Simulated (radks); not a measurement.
Results of a calculation; reference values are marked as such.
Problem. Valence configurations of the bismuth ion Bi3+. Level of theory: scalar-relativistic Kohn-Sham, PBE, spin-polarised, spherical densities, finite nucleus; open shells are filled with parallel spins first (spin-orbit coupling, left out, can overturn this in heavy ions); Fermi nuclear charge, rms radius 5.5211 fm (a radial shooting solver on a logarithmic mesh with Libxc functionals). Order these by energy: [Xe] 4f13.5 5d9 6s1.5 6p2; [Xe] 4f13.5 5d8 6s1.5 6p3; [Xe] 4f13.5 5d9.5 6s0.5 6p2.5; [Xe] 4f13 5d10 6s1 6p2; [Xe] 4f14 5d10 6p2; [Xe] 4f13 5d10 6s2 6p1; [Xe] 4f13.5 5d10 6s0.5 6p2; [Hg]; [Xe] 4f14 5d10 6s1 6p1; [Xe] 4f13.5 5d10 6p2.5.

Solution. From the lowest, in eV above it: [Hg] 0.000; [Xe] 4f14 5d10 6s1 6p1 11.568; [Xe] 4f14 5d10 6p2 24.218; [Xe] 4f13.5 5d10 6s0.5 6p2 96.858; [Xe] 4f13.5 5d10 6p2.5 103.42; [Xe] 4f13.5 5d9.5 6s0.5 6p2.5 111.82; [Xe] 4f13.5 5d9 6s1.5 6p2 114.96; [Xe] 4f13.5 5d8 6s1.5 6p3 147.42; [Xe] 4f13 5d10 6s2 6p1 161.86; [Xe] 4f13 5d10 6s1 6p2 173.50. NIST lists [Hg] as the ground configuration; this level of theory agrees among the configurations tried. The energies are those of spherical high-spin densities, not of single terms.
